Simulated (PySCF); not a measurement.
Delta-SCF ions had no search for a lower state. 

Cartesian coordinates (Å):
SMILES: CS[SiH2][O-]
```xyz
9

C     -1.5240     0.0817     0.1458
S     -0.4107    -0.7687    -1.0123
Si     1.5089    -0.1183    -0.1097
O      1.5290    -0.1805     1.4411
H     -2.5062    -0.3881     0.1017
H     -1.1196    -0.0048     1.1532
H     -1.6274     1.1373    -0.1075
H      2.4307    -1.0083    -0.9030
H      1.7192     1.2497    -0.7092
```
Charge -1, spin multiplicity 1.

Problem. Estimate the vertical detachment energy (Delta-SCF), HOMO and total energy that CAM-B3LYP-D3(BJ)/def2-TZVPD in PySCF 2.14.0 returns for this input.

Solution. 
* **vertical detachment energy (Delta-SCF)**: 3.99 eV
* **HOMO**: -3.30 eV
* **total energy**: -804.1784 Ha
